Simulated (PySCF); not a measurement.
Basis and Hamiltonian dependence of the excitation energy of Sc(2+)

Sc(2+) [Ar] 3d1 (2D) → Sc(2+) [Ar] 4s1 (2S). All values are computed (PySCF 2.14, energy differences of UHF-based or UKS calculations, no spin-orbit coupling). Values in eV.

```json
{"basis": "aug-cc-pVDZ", "Hamiltonian": "non-relativistic", "functions": "59", "UHF": "3.349", "PBE": "3.971", "PBE0": "3.993", "CCSD(T) (valence and next inner shell)": "n/a"}
{"basis": "ANO-RCC-VTZP", "Hamiltonian": "spin-free X2C", "functions": "59", "UHF": "2.993", "PBE": "3.562", "PBE0": "3.588", "CCSD(T) (valence and next inner shell)": "2.944"}
{"basis": "aug-cc-pVDZ-DK", "Hamiltonian": "spin-free X2C", "functions": "59", "UHF": "3.162", "PBE": "3.798", "PBE0": "3.817", "CCSD(T) (valence and next inner shell)": "n/a"}
{"basis": "x2c-TZVPPall", "Hamiltonian": "spin-free X2C", "functions": "64", "UHF": "2.988", "PBE": "3.661", "PBE0": "3.663", "CCSD(T) (valence and next inner shell)": "2.638"}
{"basis": "x2c-TZVPPall with one added diffuse shell each of s, p, d, f type", "Hamiltonian": "spin-free X2C", "functions": "80", "UHF": "2.970", "PBE": "3.636", "PBE0": "3.639", "CCSD(T) (valence and next inner shell)": "2.615"}
{"basis": "aug-cc-pVTZ-DK", "Hamiltonian": "spin-free X2C", "functions": "93", "UHF": "2.913", "PBE": "3.526", "PBE0": "3.536", "CCSD(T) (valence and next inner shell)": "n/a"}
{"basis": "aug-cc-pVTZ", "Hamiltonian": "non-relativistic", "functions": "93", "UHF": "3.143", "PBE": "3.755", "PBE0": "3.767", "CCSD(T) (valence and next inner shell)": "n/a"}
{"basis": "x2c-QZVPPall", "Hamiltonian": "spin-free X2C", "functions": "96", "UHF": "2.948", "PBE": "3.578", "PBE0": "3.582", "CCSD(T) (valence and next inner shell)": "2.837"}
{"basis": "dyall-av2z", "Hamiltonian": "non-relativistic", "functions": "101", "UHF": "3.212", "PBE": "3.907", "PBE0": "3.907", "CCSD(T) (valence and next inner shell)": "n/a"}
{"basis": "aug-cc-pVTZ with one added diffuse shell each of s, p, d, f, g type", "Hamiltonian": "non-relativistic", "functions": "118", "UHF": "3.142", "PBE": "3.754", "PBE0": "3.766", "CCSD(T) (valence and next inner shell)": "n/a"}
{"basis": "aug-cc-pwCVTZ-DK", "Hamiltonian": "spin-free X2C", "functions": "127", "UHF": "2.936", "PBE": "3.532", "PBE0": "3.543", "CCSD(T) (valence and next inner shell)": "n/a"}
{"basis": "aug-cc-pwCVTZ", "Hamiltonian": "non-relativistic", "functions": "127", "UHF": "3.165", "PBE": "3.761", "PBE0": "3.774", "CCSD(T) (valence and next inner shell)": "n/a"}
{"basis": "aug-cc-pVQZ-DK", "Hamiltonian": "spin-free X2C", "functions": "140", "UHF": "2.935", "PBE": "3.533", "PBE0": "3.545", "CCSD(T) (valence and next inner shell)": "n/a"}
{"basis": "aug-cc-pwCVTZ-DK with one added diffuse shell each of s, p, d, f, g type", "Hamiltonian": "spin-free X2C", "functions": "152", "UHF": "2.935", "PBE": "3.531", "PBE0": "3.542", "CCSD(T) (valence and next inner shell)": "n/a"}
```

Frozen in the all-electron rows: valence: [Ar]; valence and next inner shell: [Ne].

Non-relativistic rows lack the scalar-relativistic shift.
